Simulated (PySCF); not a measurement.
B(F)(Br)(vinyl) (C2H3BBrF), SMILES C=CB(Br)F.

Geometry optimised at PBE0-D3(BJ)/def2-SVP. This is a generated structure with no PubChem entry under its InChIKey; it may be hypothetical. Other conformers were not sampled.

Two levels are set side by side: TDDFT-PBE/def2-SVPD (PySCF) and TDDFT-B3LYP/def2-SVPD (PySCF). Vertical, same geometry. The lowest singlet is HOMO→LUMO 100 % with PBE and HOMO−1→LUMO 99 % with the other functional; states are paired by order. Differences are taken from unrounded values.

```
quantity                               TDDFT-PBE
-------------------------------------  ---------
lowest singlet excitation (eV)              4.35
lowest triplet excitation (TDA) (eV)        3.71
first bright state (f over 0.05) (eV)       4.93
its oscillator strength                     0.08
```

These are the TDDFT-PBE values. What does TDDFT-B3LYP give? (The exact figures need the calculation; the answer reports its results.)


| quantity | TDDFT-B3LYP | TDDFT-PBE minus TDDFT-B3LYP |
|---|---|---|
| lowest singlet excitation (eV) | 5.00 | -0.65 |
| lowest triplet excitation (TDA) (eV) | 3.74 | -0.04 |
| first bright state (f over 0.05) (eV) | 5.46 | -0.53 |
| its oscillator strength | 0.13 | -0.05 |

Functionals without exact exchange tend to place singlet excitations lower, as here. Differences between two approximate levels are no errors against the true value.

Rough cost on one machine, each run with all the roots and properties that it gave: TDDFT-B3LYP against TDDFT-PBE about 4 times.
